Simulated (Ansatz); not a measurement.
`CNC` + `[InH3]` → `C[NH+](C)[InH3-]` at 600 K and 1 bar (adduct formation).

Program: Ansatz. Geometries: PBE0-D4/def2-TZVP. ΔE: electronic, gas phase. CCSD(T)/CBS is the MP2 limit (def2-TZVPP, def2-QZVPP) plus CCSD(T) − MP2 in def2-TZVPP, frozen cores. def2 core potentials past Kr. For In outer-core shells are correlated without core-valence functions, which leaves a few kJ/mol of doubt a bond.

```
           species  CCSD(T)/CBS energy (Eh)  H − E (kJ/mol)  S (J/(mol·K))
             `CNC`               -135.00321           284.6          333.5
          `[InH3]`               -191.56739            71.1          266.1
`C[NH+](C)[InH3-]`               -326.61241           368.1          474.6
```

H − E and S are ideal-gas, rigid-rotor, harmonic terms from PBE0-D4/def2-TZVP. 1 Eh = 2625.50 kJ/mol, R = 8.31446 J/(mol·K).

**Question.** By hand: ΔE, ΔH, ΔS and ΔG.

**Answer.** ΔE = (-326.61241) − (-135.00321) − (-191.56739) = -0.04181 Eh = -109.8 kJ/mol. Δ(H − E) = 368.1 − 284.6 − 71.1 = 12.4, so ΔH = -97.4 kJ/mol. ΔS = 474.6 − 333.5 − 266.1 = -125.0 J/(mol·K). ΔG = -97.4 − 600 × (-125.0)/1000 = -22.4 kJ/mol.

**Question.** By hand: the equilibrium constant, and the temperature at which ΔG would vanish if ΔH and ΔS stayed fixed.

**Answer.** log₁₀ K = −ΔG/(RT ln 10) = 2.0. ΔG = 0 at ΔH/ΔS = 779 K.

The number of gas molecules changes by -1, which sets the sign of ΔS. A doubt of 5 kJ/mol in ΔE shifts log₁₀ K by 0.4 here. These are equilibria of isolated gas molecules and say nothing of rates. Largest T1 diagnostic: 0.014 (customary marks: 0.02 for closed shells, 0.045 for open ones).
